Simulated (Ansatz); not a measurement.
BClH3PSSe, SMILES `SP([SeH])BCl`, relaxed with RKS PBE-D4/def2-SVP in the Gaussian-basis code of Ansatz from a rough embedded geometry. The force threshold is 0.03 eV/Å; the program also tests the step.

Total charge 0; spin multiplicity 1.

Start:

```xyz
8

S    -0.519    1.626    0.763
P     0.677   -0.089    0.560
Se    0.749    0.084   -1.696
B    -0.784   -1.331    0.462
Cl   -0.512   -3.116    0.118
H     0.504    2.542    0.548
H     1.752    1.275   -1.635
H    -1.868   -0.992    0.880
```

Q: How much energy does the relaxation release, and in how many steps? (Best estimate.)

A: Computed: 65.75 kJ/mol, in 14 steps, 2 of them rejected.

Q: Which bonds change most? (An estimate is asked.)

A: Computed: B4–Cl5 from 1.838 to 1.750 Å; Se3–H7 from 1.558 to 1.488 Å; S1–P2 from 2.100 to 2.143 Å; S1–H6 from 1.389 to 1.365 Å.

Q: Give the relaxed structure. (Estimate.)

A: Computed: 
```xyz
8

S    -0.846    1.804    0.642
P     0.467    0.153    0.269
Se    0.924   -0.002   -1.961
B    -0.754   -1.274    0.571
Cl   -0.689   -2.770   -0.333
H     0.145    2.628    1.091
H     2.252    0.649   -1.804
H    -1.498   -1.187    1.525
```
